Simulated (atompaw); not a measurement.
**u(r) = r·R(r): atom against pseudo-atom (Ba)**

Columns: radius, all-electron u(r) and pseudo u(r) of the 6s shell (level -3.39 eV) of barium in the configuration [Kr] 4d10 5s2 5p6 5d0 6s1.75 6p0.25; PBE, scalar-relativistic, PAW (atompaw) scheme, atompaw 4.2.0.5.

```tsv
r (bohr)	all-electron	pseudo
0.115	0.0191	-0.0053
0.231	-0.0996	-0.0107
0.346	0.0217	-0.0159
0.462	0.1343	-0.0210
0.577	0.1418	-0.0259
0.692	0.0724	-0.0303
0.808	-0.0266	-0.0343
0.923	-0.1192	-0.0374
1.038	-0.1889	-0.0394
1.154	-0.2307	-0.0398
1.269	-0.2448	-0.0382
1.385	-0.2356	-0.0339
1.500	-0.2080	-0.0262
1.615	-0.1669	-0.0144
1.731	-0.1162	0.0025
1.846	-0.0605	0.0248
1.962	-0.0018	0.0534
2.077	0.0564	0.0879
2.192	0.1131	0.1280
2.308	0.1674	0.1725
2.423	0.2177	0.2187
2.538	0.2639	0.2639
2.654	0.3062	0.3062
2.769	0.3437	0.3437
2.885	0.3772	0.3772
3.000	0.4063	0.4063
```

Question: How many radial nodes do the two functions have?

Answer: The all-electron 6s function has n − l − 1 = 5 (the table is too coarse to show those close to the nucleus); the pseudo-wave has 1, since 1 lower shell of the same l stays in the valence.

Question: At about which radius was the pseudo-wave matched?

Answer: 2.60 bohr, where the columns begin to agree (steps of 0.12 bohr).

Question: Is the pseudo-wave norm-conserving?

Answer: No, it belongs to a PAW set: the norm inside the radius is not constrained, and the difference is carried by the augmentation charge.
